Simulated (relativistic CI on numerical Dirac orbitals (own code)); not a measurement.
## Slater and spin-orbit integrals, Tl LXV

Calculated at this level of theory: Dirac-Coulomb-Breit CI, orbitals from a KLI potential per configuration, QED by a radiative potential, unscaled Slater integrals (own radial code, finite nucleus).

Slater integrals F^k, G^k are unscaled and averaged over j, outside the closed core [Ne]; ζ comes from projecting the Hamiltonian with its Breit term on Σ l·s of the shell.

- 3s2 3p5: ζ(3p) = 2.9108e+06 cm⁻¹; <r>(3p) = 0.1637, <r^2>(3p) = 0.03113 (bohr units).
- 3s2 3p4 3d: F^2(3p,3p) = 592810, ζ(3p) = 2.9092e+06, F^2(3p,3d) = 600140, G^1(3p,3d) = 623720, G^3(3p,3d) = 420670, ζ(3d) = 387850 cm⁻¹; <r>(3p) = 0.1638, <r^2>(3p) = 0.03116, <r>(3d) = 0.146, <r^2>(3d) = 0.02461 (bohr units).
- 3s 3p5 3d: G^1(3s,3p) = 758900, ζ(3p) = 2.9091e+06, G^2(3s,3d) = 486270, F^2(3p,3d) = 599930, G^1(3p,3d) = 623610, G^3(3p,3d) = 420560, ζ(3d) = 389290 cm⁻¹; <r>(3s) = 0.1656, <r^2>(3s) = 0.03142, <r>(3p) = 0.1639, <r^2>(3p) = 0.03118, <r>(3d) = 0.1461, <r^2>(3d) = 0.02463 (bohr units).

Averages of the first 10 configurations, taken without configuration mixing, which lowers the lowest level and can move excited configurations by several eV; other configurations of the list can lie among them:

```csv
Configuration,Parity,States,Average energy above the lowest level (eV)
3s2 3p5,odd,6,189.4
3s2 3p4 3d,even,150,722.1
3s 3p6,even,2,799.1
3s 3p5 3d,odd,120,1320.5
3s 3p4 3d2,even,1350,1851.8
3p6 3d,even,10,1945.0
3s2 3p3 3d 4p,even,1200,4170.1
3s2 3p4 4s,even,30,3403.6
3s 3p4 3d 4s,even,600,4523.9
3p6 4s,even,2,4632.6
```
